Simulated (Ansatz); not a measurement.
BClH₆O₂Si₂ (`[SiH3]OB(Cl)O[SiH3]`). Total charge 0; spin multiplicity 1. The geometry is a stationary point of PBE0-D4/def2-TZVP. It is one conformer, not always the lowest.

```xyz
12

Si    1.574    1.239    1.894
O     0.702    1.022    0.500
B    -0.001   -0.010    0.006
Cl   -0.106   -1.535    0.944
O    -0.626    0.082   -1.179
Si   -1.555   -0.974   -2.057
H     0.688    1.085    3.074
H     2.684    0.259    1.956
H     2.109    2.618    1.831
H    -0.764   -2.179   -2.403
H    -2.758   -1.358   -1.280
H    -1.948   -0.248   -3.286
```

What is the dipole moment at ωB97M-V/def2-TZVPP? (Best estimate.)

Computed: 0.08 D, with components (0.00, 0.07, -0.04) D in this frame, pointing from negative to positive charge.

And with PBE, r2SCAN, B3LYP? (An estimate is asked.)

The calculation gave: PBE 0.14 D, r2SCAN 0.16 D, B3LYP 0.08 D.

Give the Mulliken charges with ωB97M-V, r2SCAN, B3LYP in def2-TZVPP. (Estimate.)

The calculation gave: 
| atom | ωB97M-V | r2SCAN | B3LYP |
| --- | --- | --- | --- |
| Si1 | 0.28 | 0.41 | 0.40 |
| O2 | -0.32 | -0.36 | -0.31 |
| B3 | 0.38 | 0.47 | 0.40 |
| Cl4 | -0.18 | -0.20 | -0.21 |
| O5 | -0.32 | -0.36 | -0.31 |
| Si6 | 0.28 | 0.41 | 0.40 |
| H7 | -0.02 | -0.06 | -0.06 |
| H8 | -0.02 | -0.06 | -0.06 |
| H9 | -0.02 | -0.07 | -0.06 |
| H10 | -0.02 | -0.06 | -0.06 |
| H11 | -0.02 | -0.06 | -0.06 |
| H12 | -0.02 | -0.07 | -0.06 |

B3LYP here is the variant with VWN-RPA as its local correlation; programs differ in this.
